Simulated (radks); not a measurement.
Effect of the nuclear size on neutral holmium, [Xe] 4f11 6s2. Calculated with a radial shooting solver on a logarithmic mesh with Libxc functionals: Dirac Kohn-Sham, exchange-only LDA, spin-unpolarised, spherical densities, finite nucleus; open shells are shared between the two j in proportion to 2j + 1; Fermi nuclear charge, rms radius 5.2022 fm. The rms radius is varied about that value; shifts are against it.

rms radius (fm)	total energy shift (eV)	density at nucleus (e/bohr^3)	1s1/2 shift (meV)	2s1/2 shift (meV)	5s1/2 shift (meV)	5p1/2 shift (meV)	6s1/2 shift (meV)	4f7/2 shift (meV)	6p1/2 (empty) shift (meV)
4.349	-8.66	8.434e+05	-3550	-470	-3.58	0.379	-0.131	0.634	0.109
5.0253	-1.89	8.099e+05	-775	-102	-0.780	0.083	-0.029	0.138	0.024
5.2022	0	8.021e+05	0.000	0.000	0.000	0.000	0.000	0.000	0.000
5.5976	4.39	7.858e+05	1800	238	1.81	-0.192	0.067	-0.321	-0.055
6.2218	11.8	7.628e+05	4830	639	4.86	-0.515	0.179	-0.863	-0.148

Slopes of the eigenvalues against <r^2> in GHz/fm^2, as finite differences over the two radii next to the reference (eigenvalue slopes, not the field-shift constants of lines): 1s1/2 102000, 2s1/2 13500, 5s1/2 103, 5p1/2 -10.9, 6s1/2 3.79, 4f7/2 -18.3, 6p1/2 (empty) -3.14.
